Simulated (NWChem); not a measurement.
The numbers come from NWChem runs, not from measurements. System: C2H3O2, charge 1, spin multiplicity 1, at the geometry of a parent with another charge or spin, in a state set for the comparison that need not be this species' ground state. Level: MP2/def2-SVPD, 4 core orbitals frozen.

NWChem printed:

```
             Northwest Computational Chemistry Package (NWChem) 7.3.0
             --------------------------------------------------------

                                NWChem Input Module
                                -------------------

 Scaling coordinates for geometry "geometry" by  1.889725989
 (inverse scale =  0.529177249)

 Turning off AUTOSYM since
 SYMMETRY directive was detected!

                             Geometry "geometry" -> ""
                             -------------------------

 Output coordinates in angstroms (scale by  1.889725989 to convert to a.u.)

  No.       Tag          Charge          X              Y              Z
 ---- ---------------- ---------- -------------- -------------- --------------
    1 C                    6.0000     1.38100000    -0.25805000     0.00000000
    2 C                    6.0000    -0.02156000     0.10626800     0.00000000
    3 O                    8.0000    -0.43561600     1.24574600     0.00000000
    4 O                    8.0000    -0.84210400    -0.96110500     0.00000000
    5 H                    1.0000     1.69179200    -1.30362900     0.00000000
    6 H                    1.0000     2.11772800     0.54504100     0.00000000
    7 H                    1.0000    -1.74439300    -0.60785100     0.00000000

 Effective nuclear repulsion energy (a.u.)     113.7423360948

            Nuclear Dipole moment (a.u.)
            ----------------------------
        X                 Y               Z
 ---------------- ---------------- ----------------
     0.0000132281    -0.0000056692     0.0000000000

      Symmetry information
      --------------------

 Group name             Cs
 Group number              2
 Group order               2
 No. of unique centers     7

      Symmetry unique atoms

     1    2    3    4    5    6    7


 Summary of "ao basis" -> "" (spherical)
 ------------------------------------------------------------------------------
       Tag                 Description            Shells   Functions and Types
 ---------------- ------------------------------  ------  ---------------------
 *                         def2-svpd                  on all atoms

 Summary of "ao basis" -> "ao basis" (spherical)
 ------------------------------------------------------------------------------
       Tag                 Description            Shells   Functions and Types
 ---------------- ------------------------------  ------  ---------------------
 C                         def2-svpd                 8       20   4s2p2d
 O                         def2-svpd                 9       23   4s3p2d
 H                         def2-svpd                 4        8   2s2p

                                 NWChem SCF Module
                                 -----------------

  ao basis        = "ao basis"
  functions       =   110
  atoms           =     7
  closed shells   =    15
  open shells     =     0
  charge          =   1.00
  wavefunction    = RHF
  use symmetry    = T
  symmetry adapt  = T

 Summary of "ao basis" -> "ao basis" (spherical)
 ------------------------------------------------------------------------------
       Tag                 Description            Shells   Functions and Types
 ---------------- ------------------------------  ------  ---------------------
 C                         def2-svpd                 8       20   4s2p2d
 O                         def2-svpd                 9       23   4s3p2d
 H                         def2-svpd                 4        8   2s2p

      Symmetry analysis of basis
      --------------------------

        a'         78
        a"         32

 Forming initial guess at       0.1s

      Superposition of Atomic Density Guess
      -------------------------------------

 Sum of atomic energies:        -226.13651246

 Renormalizing density from      31.00 to     30

      Non-variational initial energy
      ------------------------------

 Total energy =    -222.887906
 1-e energy   =    -516.293215
 2-e energy   =     179.662973
 HOMO         =      -0.780492
 LUMO         =      -0.547596

      Symmetry analysis of molecular orbitals - initial
      -------------------------------------------------
[...]
 Vector   14  Occ=2.000000D+00  E=-7.352212D-01  Symmetry=a'
              MO Center= -3.8D-01,  7.1D-01, -1.0D-16, r^2= 1.6D+00
   Bfn.  Coefficient  Atom+Function         Bfn.  Coefficient  Atom+Function
  ----- ------------  ---------------      ----- ------------  ---------------
    45      0.533626  3 O  px                48      0.401989  3 O  px
    69      0.285059  4 O  py                46      0.226760  3 O  py
    72      0.213522  4 O  py                49      0.162479  3 O  py

 Vector   15  Occ=2.000000D+00  E=-7.146183D-01  Symmetry=a"
              MO Center= -5.6D-01,  8.4D-02, -9.4D-17, r^2= 1.8D+00
   Bfn.  Coefficient  Atom+Function         Bfn.  Coefficient  Atom+Function
  ----- ------------  ---------------      ----- ------------  ---------------
    70      0.458722  4 O  pz                47     -0.399707  3 O  pz
    73      0.364246  4 O  pz                50     -0.307933  3 O  pz
    27     -0.169272  2 C  pz

 Vector   16  Occ=0.000000D+00  E=-3.140249D-01  Symmetry=a"
              MO Center=  1.1D+00, -7.8D-02, -1.7D-16, r^2= 2.0D+00
   Bfn.  Coefficient  Atom+Function         Bfn.  Coefficient  Atom+Function
  ----- ------------  ---------------      ----- ------------  ---------------
     7      0.489222  1 C  pz                10      0.422146  1 C  pz
    47     -0.237396  3 O  pz                50     -0.205044  3 O  pz

 Vector   17  Occ=0.000000D+00  E=-9.305001D-02  Symmetry=a'
              MO Center=  1.7D+00, -3.8D-01,  3.5D-16, r^2= 7.8D+00
   Bfn.  Coefficient  Atom+Function         Bfn.  Coefficient  Atom+Function
  ----- ------------  ---------------      ----- ------------  ---------------
     4      4.164205  1 C  s                 96     -2.504372  6 H  s
    88     -2.393845  5 H  s                 24      1.533834  2 C  s
    44     -0.974302  3 O  s                  8      0.728843  1 C  px
     3      0.655643  1 C  s                100      0.614360  6 H  px
    67     -0.598318  4 O  s                 93     -0.506779  5 H  py

 Vector   18  Occ=0.000000D+00  E=-5.169795D-02  Symmetry=a'
              MO Center= -3.2D-01, -4.7D-01,  4.3D-16, r^2= 1.1D+01
   Bfn.  Coefficient  Atom+Function         Bfn.  Coefficient  Atom+Function
  ----- ------------  ---------------      ----- ------------  ---------------
    24     13.300614  2 C  s                 44     -5.109929  3 O  s
     4     -4.820138  1 C  s                 67     -3.402851  4 O  s
    88      1.871642  5 H  s                  3     -1.546090  1 C  s
    96      1.384384  6 H  s                 52      1.212061  3 O  py
    74     -1.171890  4 O  px                75     -0.883571  4 O  py

 center of mass
 --------------
 x =  -0.06540341 y =   0.04336718 z =   0.00000000

 moments of inertia (a.u.)
 ------------------
         153.145527419412          -0.063328375729           0.000000000000
          -0.063328375729         170.231893136202           0.000000000000
           0.000000000000           0.000000000000         323.377420555614

  Mulliken analysis of the total density
  --------------------------------------

    Atom       Charge   Shell Charges
 -----------   ------   -------------------------------------------------------
    1 C    6     5.65   1.99  1.05  0.22 -0.05  1.75  0.58  0.03  0.10
    2 C    6     4.94   1.99  0.92 -0.10 -0.11  1.92  0.19  0.15 -0.02
    3 O    8     8.56   1.99  1.11  0.77  0.09  2.74  1.69  0.12  0.02  0.03
    4 O    8     8.55   1.99  1.07  0.73  0.04  2.84  1.78  0.08  0.02 -0.01
    5 H    1     0.82   0.70  0.07  0.03  0.02
    6 H    1     0.72   0.70 -0.01  0.03 -0.00
    7 H    1     0.76   0.66  0.01  0.07  0.03

       Multipole analysis of the density wrt the origin
       ------------------------------------------------

     L   x y z        total         open         nuclear
     -   - - -        -----         ----         -------
     0   0 0 0      1.000000      0.000000     31.000000

     1   1 0 0      1.989276      0.000000      0.000013
     1   0 1 0     -0.807257      0.000000     -0.000006
     1   0 0 1      0.000000      0.000000      0.000000

     2   2 0 0     -3.609150      0.000000    103.656561
     2   1 1 0     -0.547239      0.000000     -0.033464
     2   1 0 1     -0.000000      0.000000      0.000000
     2   0 2 0    -16.936979      0.000000     80.842270
     2   0 1 1      0.000000      0.000000      0.000000
     2   0 0 2    -14.976683      0.000000      0.000000

                   NWChem MP2 Semi-direct Energy/Gradient Module
                   ---------------------------------------------

  Basis functions       =    110
  Molecular orbitals    =    110
  Frozen core           =      4
  Frozen virtuals       =      0
  Active alpha occupied =     11
  Active beta occupied  =     11
  Active alpha virtual  =     95
  Active beta virtual   =     95
  Use MO symmetry       = T
  Use skeleton AO sym   = T

  AO/Fock/Back tols     =   1.0D-09  1.0D-09  1.0D-09

 GA uses MA = F    GA memory limited = T

 Available:
  local mem=  1.26D+08
 global mem=  1.44D+08
 local disk=  0.00D+00
  mp2_memr nvloc                    95
  nvloc new                    95
   1 passes of  11:        3145728                      51331                  21679852.
   1 passes of  11: M    126153254           G      144155000           F     123007526.

 Semi-direct pass number   1 of   1  for RHF alpha+beta  at        4.8s
  vrange nnbf                  6096
  mp2_eaftype                    82  avail_ma_in_mb                  1099
 EAF : mp2_eaftype filesize          82   10839926.
  mp2_eaf for mointskh                     82
Node 0 wrote     51.0 Mb in      0.0 s     Agg I/O rate:  1320.1 Mb/s
 Done moints_semi at        8.0s
  mp2_eaftype                    82  avail_ma_in_mb                  1017
 EAF : mp2_eaftype filesize          82   10839926.
  mp2_eaf for kh                    82
 Done maket at        8.3s
 Done multipass loop at        8.3s

          -------------------------------------------
          SCF energy                -226.660400599357
          Correlation energy          -0.622469851999
          Singlet pairs               -0.382941321456
          Triplet pairs               -0.239528530543
          Total MP2 energy          -227.282870451356
          -------------------------------------------

          ---------------------------------------------------
                    Spin Component Scaled (SCS) MP2
          Same spin pairs                     -0.159685687028
          Same spin scaling factor             0.333333333333
          Opposite spin pairs                 -0.462784164970
          Opposite spin scaling fact.          1.200000000000
          SCS-MP2 correlation energy          -0.608569560307
          Total SCS-MP2 energy              -227.268970159664
          ---------------------------------------------------

 -----------------------
 Performance information
 -----------------------

 Timer overhead =  1.71D-07 seconds/call

               Nr. of calls         CPU time (s)                 Wall time (s)                GFlops
             ---------------    -------------------     ------------------------------   -------------------
Name         Min   Avg   Max    Min     Avg     Max     Min     Avg     Max   Mx/calls   Min     Max     Sum
mp2: moin     1     1     1    3.1     3.1     3.1      3.1     3.1     3.1     3.1      0.0     0.0     0.0
mp2: make     1     1     1   0.31    0.31    0.31     0.31    0.31    0.31    0.31      0.0     0.0     0.0
mp2: tota     1     1     1    3.5     3.5     3.5      3.5     3.5     3.5     3.5      0.0     0.0     0.0

 The average no. of pstat calls per process was 3.00D+00
 with a timing overhead of 5.13D-07s

 Task  times  cpu:        8.3s     wall:        8.3s

 Total times  cpu:        8.3s     wall:        8.3s
```

Problem. Write an NWChem input that would produce this output.

Solution. One answer among several that fit: 
```
start mol
memory heap 200 mb stack 900 mb global 1100 mb
charge 1
geometry units angstroms nocenter noautoz
  C      1.381000    -0.258050     0.000000
  C     -0.021560     0.106268     0.000000
  O     -0.435616     1.245746     0.000000
  O     -0.842104    -0.961105     0.000000
  H      1.691792    -1.303629     0.000000
  H      2.117728     0.545041     0.000000
  H     -1.744393    -0.607851     0.000000
  symmetry group Cs
end
basis spherical
  * library def2-svpd
end
scf
  rhf
  nopen 0
  maxiter 100
  thresh 1e-7
  semidirect memsize 60000000 filesize 0
end
mp2
  freeze core 4
end
task mp2 energy
```
